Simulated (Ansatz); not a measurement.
`B[C](=C)[AlH][F]` + H₂Se → `[F][AlH][SeH]` + `BC=C` at 500 K and 1 bar (ligand exchange at the Al–C bond).

Computed with Ansatz on PBE0-D4/def2-TZVP structures; ΔE is electronic, products minus reactants. CCSD(T)/CBS adds triple-zeta CCSD(T) − MP2 to the extrapolated MP2 energy (def2 sets, frozen cores). For Se outer-core shells are correlated without core-valence functions, which leaves a few kJ/mol of doubt a bond. Scalar relativity is left out up to krypton. Each species was taken in one conformer, which may not be the lowest.

```csv
species,CCSD(T)/CBS energy (Eh),H − E (kJ/mol),S (J/(mol·K))
`B[C](=C)[AlH][F]`,-445.74843,210.0,424.6
H₂Se,-2401.89790,53.1,237.8
`[F][AlH][SeH]`,-2743.83001,77.5,346.1
`BC=C`,-103.86193,194.0,304.9
```

H − E and S are ideal-gas, rigid-rotor, harmonic terms from PBE0-D4/def2-TZVP, for one conformer and one mirror image of each species. 1 Eh = 2625.50 kJ/mol, R = 8.31446 J/(mol·K).

Task: By hand: ΔE, ΔH, ΔS and ΔG.

Result: ΔE = (-2743.83001) + (-103.86193) − (-445.74843) − (-2401.89790) = -0.04561 Eh = -119.7 kJ/mol. Δ(H − E) = 77.5 + 194.0 − 210.0 − 53.1 = 8.4, so ΔH = -111.3 kJ/mol. ΔS = 346.1 + 304.9 − 424.6 − 237.8 = -11.4 J/(mol·K). ΔG = -111.3 − 500 × (-11.4)/1000 = -105.6 kJ/mol.

Task: By hand: the equilibrium constant, and the temperature at which ΔG would vanish if ΔH and ΔS stayed fixed.

Result: log₁₀ K = −ΔG/(RT ln 10) = 11.0. ΔG = 0 at ΔH/ΔS = 9763 K, far beyond where these terms or the molecules hold.

The number of gas molecules stays the same, so ΔS is small and ΔH decides. A doubt of 5 kJ/mol in ΔE shifts log₁₀ K by 0.5 here. Other conformers and mirror images would add mixing entropy, several J/(mol·K) or more a flexible species. Modes under 60 cm⁻¹, often nearly free rotors, make the harmonic entropy too high. These are equilibria of isolated gas molecules and say nothing of rates. Largest T1 diagnostic: 0.012 (customary marks: 0.02 for closed shells, 0.045 for open ones).
